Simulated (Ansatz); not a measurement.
Ansatz (a quantum-chemistry and plane-wave program) input (B3LYP/6-31G* with LANL2DZ past Ar): The .json file joins the Basis Set Exchange's 6-31G* for atoms up to Ar and LANL2DZ past it.

Ansatz 0.2 input:
```yaml
crystal:
  periodic: [false, false, false]
  atoms:
    - {symbol: I, position_ang: [1.96386315, -0.79588349, -0.32598624]}
    - {symbol: C, position_ang: [-0.04454700, -0.13455671, -0.06926805]}
    - {symbol: C, position_ang: [-0.36208839, 1.03329007, 0.50545502]}
    - {symbol: Se, position_ang: [-2.22676546, 1.37857718, 0.60881583]}
    - {symbol: C, position_ang: [-2.39269756, -0.33568597, -0.25856881]}
    - {symbol: C, position_ang: [-1.18737233, -0.91076309, -0.50214740]}
    - {symbol: H, position_ang: [-3.37429394, -0.72633664, -0.49170664]}
    - {symbol: H, position_ang: [-1.08019569, -1.87716868, -0.98358541]}
basis:
  gaussian:
    orbitals: 6-31Gs+LANL2DZ.json
hamiltonian:
  xc: {name: B3LYP}
magnetization: {spin_polarized: true, initial_magnetization: 1}
phonons: {temperatures: {t_min: 298.15, t_max: 298.15, t_step: 100}}
```

Output:

```
Functional definition: B3LYP
integrals: 0.04 GiB planned
993 factors; integrals over basis functions are off by at most 4.3e-4 eV
mean field: 0.44 GiB planned
mean field evaluation 1: about -4722.9594 eV, gradient 4.8e1 eV
mean field evaluation 2: about -4687.2411 eV, gradient 7.8e1 eV
mean field evaluation 4: about -4735.6600 eV, gradient 1.7e1 eV
mean field evaluation 8: about -4737.4884 eV, gradient 2.3e-1 eV
mean field evaluation 16: about -4737.5299 eV, gradient 2.7e-3 eV
mean field evaluation 32: about -4736.3496 eV, gradient 4.0e-1 eV
mean field -4737.52985904 eV, -174.1010111065 hartree, gradient 2.2e-5 eV, S^2 0.763194; 4 other end points of the search recorded, 0 dependent functions left out
the calculation of the forces begins
reference -4737.53010040 eV, -174.1010199765 hartree; 20, 19 occupied and 60, 61 virtual orbitals, 993 factors
these checks for a lower state are left out or cut short: stability, starts, cluster_reference, orbital_swaps, neighbouring_geometries, increment
integrals: 0.04 GiB planned
993 factors; integrals over basis functions are off by at most 4.3e-4 eV
mean field: 0.44 GiB planned
mean field -4737.52985089 eV, -174.1010108070 hartree, gradient 1.9e-6 eV, S^2 0.763195; 0 other end points of the search recorded, 0 dependent functions left out
the calculation of the forces begins
reference -4737.53009224 eV, -174.1010196766 hartree; 20, 19 occupied and 60, 61 virtual orbitals, 993 factors
these checks for a lower state are left out or cut short: stability, starts, cluster_reference, orbital_swaps, neighbouring_geometries, increment
integrals: 0.04 GiB planned
993 factors; integrals over basis functions are off by at most 4.3e-4 eV
mean field: 0.44 GiB planned
mean field -4737.52984987 eV, -174.1010107696 hartree, gradient 2.2e-6 eV, S^2 0.763194; 0 other end points of the search recorded, 0 dependent functions left out
the calculation of the forces begins
reference -4737.53009124 eV, -174.1010196400 hartree; 20, 19 occupied and 60, 61 virtual orbitals, 993 factors
these checks for a lower state are left out or cut short: stability, starts, cluster_reference, orbital_swaps, neighbouring_geometries, increment
integrals: 0.04 GiB planned
993 factors; integrals over basis functions are off by at most 4.3e-4 eV
mean field: 0.44 GiB planned
mean field evaluation 64: about -4737.5298 eV, gradient 4.0e-5 eV
mean field -4737.52983935 eV, -174.1010103831 hartree, gradient 2.2e-6 eV, S^2 0.763195; 0 other end points of the search recorded, 0 dependent functions left out
the calculation of the forces begins
reference -4737.53008074 eV, -174.1010192540 hartree; 20, 19 occupied and 60, 61 virtual orbitals, 993 factors
these checks for a lower state are left out or cut short: stability, starts, cluster_reference, orbital_swaps, neighbouring_geometries, increment
integrals: 0.04 GiB planned
993 factors; integrals over basis functions are off by at most 4.3e-4 eV
mean field: 0.44 GiB planned
mean field -4737.52983863 eV, -174.1010103567 hartree, gradient 1.7e-6 eV, S^2 0.763194; 0 other end points of the search recorded, 0 dependent functions left out
the calculation of the forces begins
reference -4737.53007997 eV, -174.1010192257 hartree; 20, 19 occupied and 60, 61 virtual orbitals, 993 factors
these checks for a lower state are left out or cut short: stability, starts, cluster_reference, orbital_swaps, neighbouring_geometries, increment
integrals: 0.04 GiB planned
993 factors; integrals over basis functions are off by at most 4.3e-4 eV
mean field: 0.44 GiB planned
mean field -4737.52966440 eV, -174.1010039538 hartree, gradient 1.3e-6 eV, S^2 0.763034; 0 other end points of the search recorded, 0 dependent functions left out
the calculation of the forces begins
reference -4737.52990576 eV, -174.1010128237 hartree; 20, 19 occupied and 60, 61 virtual orbitals, 993 factors
these checks for a lower state are left out or cut short: stability, starts, cluster_reference, orbital_swaps, neighbouring_geometries, increment
integrals: 0.04 GiB planned
993 factors; integrals over basis functions are off by at most 4.3e-4 eV
mean field: 0.44 GiB planned
mean field -4737.52967694 eV, -174.1010044144 hartree, gradient 1.4e-6 eV, S^2 0.763359; 0 other end points of the search recorded, 0 dependent functions left out
the calculation of the forces begins
reference -4737.52991830 eV, -174.1010132844 hartree; 20, 19 occupied and 60, 61 virtual orbitals, 993 factors
these checks for a lower state are left out or cut short: stability, starts, cluster_reference, orbital_swaps, neighbouring_geometries, increment
integrals: 0.04 GiB planned
993 factors; integrals over basis functions are off by at most 4.3e-4 eV
mean field: 0.44 GiB planned
[...]
mean field -4737.52972889 eV, -174.1010063237 hartree, gradient 1.7e-6 eV, S^2 0.763217; 0 other end points of the search recorded, 0 dependent functions left out
the calculation of the forces begins
reference -4737.52997027 eV, -174.1010151942 hartree; 20, 19 occupied and 60, 61 virtual orbitals, 993 factors
these checks for a lower state are left out or cut short: stability, starts, cluster_reference, orbital_swaps, neighbouring_geometries, increment
integrals: 0.04 GiB planned
993 factors; integrals over basis functions are off by at most 4.3e-4 eV
mean field: 0.44 GiB planned
mean field -4737.52963285 eV, -174.1010027942 hartree, gradient 1.5e-6 eV, S^2 0.763188; 0 other end points of the search recorded, 0 dependent functions left out
the calculation of the forces begins
reference -4737.52987423 eV, -174.1010116649 hartree; 20, 19 occupied and 60, 61 virtual orbitals, 993 factors
these checks for a lower state are left out or cut short: stability, starts, cluster_reference, orbital_swaps, neighbouring_geometries, increment
integrals: 0.04 GiB planned
993 factors; integrals over basis functions are off by at most 4.3e-4 eV
mean field: 0.44 GiB planned
mean field -4737.52963338 eV, -174.1010028136 hartree, gradient 1.6e-6 eV, S^2 0.763201; 0 other end points of the search recorded, 0 dependent functions left out
the calculation of the forces begins
reference -4737.52987472 eV, -174.1010116830 hartree; 20, 19 occupied and 60, 61 virtual orbitals, 993 factors
these checks for a lower state are left out or cut short: stability, starts, cluster_reference, orbital_swaps, neighbouring_geometries, increment
integrals: 0.04 GiB planned
993 factors; integrals over basis functions are off by at most 4.3e-4 eV
mean field: 0.44 GiB planned
mean field evaluation 192: about -4737.4894 eV, gradient 1.6e-1 eV
mean field -4737.52974588 eV, -174.1010069480 hartree, gradient 2.8e-6 eV, S^2 0.763242; 0 other end points of the search recorded, 0 dependent functions left out
the calculation of the forces begins
reference -4737.52998723 eV, -174.1010158177 hartree; 20, 19 occupied and 60, 61 virtual orbitals, 993 factors
these checks for a lower state are left out or cut short: stability, starts, cluster_reference, orbital_swaps, neighbouring_geometries, increment
integrals: 0.04 GiB planned
993 factors; integrals over basis functions are off by at most 4.3e-4 eV
mean field: 0.44 GiB planned
mean field -4737.52974592 eV, -174.1010069497 hartree, gradient 2.5e-6 eV, S^2 0.763148; 0 other end points of the search recorded, 0 dependent functions left out
the calculation of the forces begins
reference -4737.52998730 eV, -174.1010158200 hartree; 20, 19 occupied and 60, 61 virtual orbitals, 993 factors
these checks for a lower state are left out or cut short: stability, starts, cluster_reference, orbital_swaps, neighbouring_geometries, increment
integrals: 0.04 GiB planned
993 factors; integrals over basis functions are off by at most 4.3e-4 eV
mean field: 0.44 GiB planned
mean field -4737.52983090 eV, -174.1010100725 hartree, gradient 2.5e-6 eV, S^2 0.763193; 0 other end points of the search recorded, 0 dependent functions left out
the calculation of the forces begins
reference -4737.53007227 eV, -174.1010189427 hartree; 20, 19 occupied and 60, 61 virtual orbitals, 993 factors
these checks for a lower state are left out or cut short: stability, starts, cluster_reference, orbital_swaps, neighbouring_geometries, increment
integrals: 0.04 GiB planned
993 factors; integrals over basis functions are off by at most 4.3e-4 eV
mean field: 0.44 GiB planned
mean field -4737.52982439 eV, -174.1010098332 hartree, gradient 2.4e-6 eV, S^2 0.763196; 0 other end points of the search recorded, 0 dependent functions left out
the calculation of the forces begins
reference -4737.53006575 eV, -174.1010187029 hartree; 20, 19 occupied and 60, 61 virtual orbitals, 993 factors
these checks for a lower state are left out or cut short: stability, starts, cluster_reference, orbital_swaps, neighbouring_geometries, increment
integrals: 0.04 GiB planned
993 factors; integrals over basis functions are off by at most 4.3e-4 eV
mean field: 0.44 GiB planned
mean field -4737.52980648 eV, -174.1010091752 hartree, gradient 1.3e-6 eV, S^2 0.763195; 0 other end points of the search recorded, 0 dependent functions left out
the calculation of the forces begins
reference -4737.53004785 eV, -174.1010180452 hartree; 20, 19 occupied and 60, 61 virtual orbitals, 993 factors
these checks for a lower state are left out or cut short: stability, starts, cluster_reference, orbital_swaps, neighbouring_geometries, increment
integrals: 0.04 GiB planned
993 factors; integrals over basis functions are off by at most 4.3e-4 eV
mean field: 0.44 GiB planned
mean field evaluation 224: about -4737.4895 eV, gradient 1.3e-1 eV
mean field -4737.52980948 eV, -174.1010092855 hartree, gradient 1.1e-6 eV, S^2 0.763194; 0 other end points of the search recorded, 0 dependent functions left out
the calculation of the forces begins
reference -4737.53005085 eV, -174.1010181555 hartree; 20, 19 occupied and 60, 61 virtual orbitals, 993 factors
these checks for a lower state are left out or cut short: stability, starts, cluster_reference, orbital_swaps, neighbouring_geometries, increment
integrals: 0.04 GiB planned
993 factors; integrals over basis functions are off by at most 4.3e-4 eV
mean field: 0.44 GiB planned
mean field -4737.52974822 eV, -174.1010070342 hartree, gradient 2.2e-6 eV, S^2 0.763194; 0 other end points of the search recorded, 0 dependent functions left out
the calculation of the forces begins
reference -4737.52998958 eV, -174.1010159037 hartree; 20, 19 occupied and 60, 61 virtual orbitals, 993 factors
these checks for a lower state are left out or cut short: stability, starts, cluster_reference, orbital_swaps, neighbouring_geometries, increment
integrals: 0.04 GiB planned
993 factors; integrals over basis functions are off by at most 4.3e-4 eV
mean field: 0.44 GiB planned
mean field -4737.52974938 eV, -174.1010070768 hartree, gradient 2.1e-6 eV, S^2 0.763195; 0 other end points of the search recorded, 0 dependent functions left out
the calculation of the forces begins
reference -4737.52999076 eV, -174.1010159472 hartree; 20, 19 occupied and 60, 61 virtual orbitals, 993 factors
these checks for a lower state are left out or cut short: stability, starts, cluster_reference, orbital_swaps, neighbouring_geometries, increment
integrals: 0.04 GiB planned
993 factors; integrals over basis functions are off by at most 4.3e-4 eV
mean field: 0.44 GiB planned
mean field -4737.52984956 eV, -174.1010107584 hartree, gradient 2.3e-6 eV, S^2 0.763194; 0 other end points of the search recorded, 0 dependent functions left out
the calculation of the forces begins
reference -4737.53009093 eV, -174.1010196285 hartree; 20, 19 occupied and 60, 61 virtual orbitals, 993 factors
these checks for a lower state are left out or cut short: stability, starts, cluster_reference, orbital_swaps, neighbouring_geometries, increment
integrals: 0.04 GiB planned
993 factors; integrals over basis functions are off by at most 4.3e-4 eV
mean field: 0.44 GiB planned
mean field -4737.52984500 eV, -174.1010105907 hartree, gradient 2.4e-6 eV, S^2 0.763195; 0 other end points of the search recorded, 0 dependent functions left out
the calculation of the forces begins
reference -4737.53008636 eV, -174.1010194606 hartree; 20, 19 occupied and 60, 61 virtual orbitals, 993 factors
Total energy: -4737.53010040 eV, -174.1010199765 hartree
Atom 0 at     1.963863    -0.795883    -0.325986 Å, force     0.000186     0.000178     0.000097 eV/Å
Atom 1 at    -0.044547    -0.134557    -0.069268 Å, force     0.001560    -0.002044    -0.000968 eV/Å
Atom 2 at    -0.362088     1.033290     0.505455 Å, force    -0.001700     0.001868     0.000875 eV/Å
Atom 3 at    -2.226765     1.378577     0.608816 Å, force     0.001188     0.000256     0.000173 eV/Å
Atom 4 at    -2.392698    -0.335686    -0.258569 Å, force    -0.001654    -0.001118    -0.000624 eV/Å
Atom 5 at    -1.187372    -0.910763    -0.502147 Å, force    -0.000064    -0.000271    -0.000138 eV/Å
Atom 6 at    -3.374294    -0.726337    -0.491707 Å, force    -0.000813     0.001168     0.000556 eV/Å
Atom 7 at    -1.080196    -1.877169    -0.983585 Å, force     0.001298    -0.000038     0.000030 eV/Å
Dipole moment:    -0.353940    -0.120972    -0.074074 e Å
Vibrations: 119.12 168.54 225.73 360.58 467.47 514.66 607.29 686.02 731.59 810.99 883.85 1086.82 1134.83 1316.07 1489.98 1577.17 3222.44 3272.44 cm⁻¹, zero-point energy 1.157739 eV
```

The blocks after the first are displaced geometries, from whose forces the wavenumbers follow.
